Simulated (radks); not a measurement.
The numbers below are computed, except where a source is named.
Task: Species: the nickel ion Ni+. Configuration: [Ar] 3d8 4p1 (not the ground configuration). Level of theory: scalar-relativistic Kohn-Sham, PBE, spin-unpolarised, spherical densities, finite nucleus; Fermi nuclear charge, rms radius 3.7757 fm (a radial shooting solver on a logarithmic mesh with Libxc functionals). Some entries of the table are withheld. Estimate them.

orbital  occ.  eigenvalue (hartree)  <r> (bohr)
1s          2             -302.1883     0.05409
2s          2             -36.46829         (1)
2p          6             -31.42917      0.2153
3s          2              -4.47706      0.7405
3p          6              -3.01975         (2)
3d          8              -0.71736      0.9828
4p          1              -0.30889       3.213

Result: 
(1) 2s <r> (bohr): 0.2449
(2) 3p <r> (bohr): 0.7789
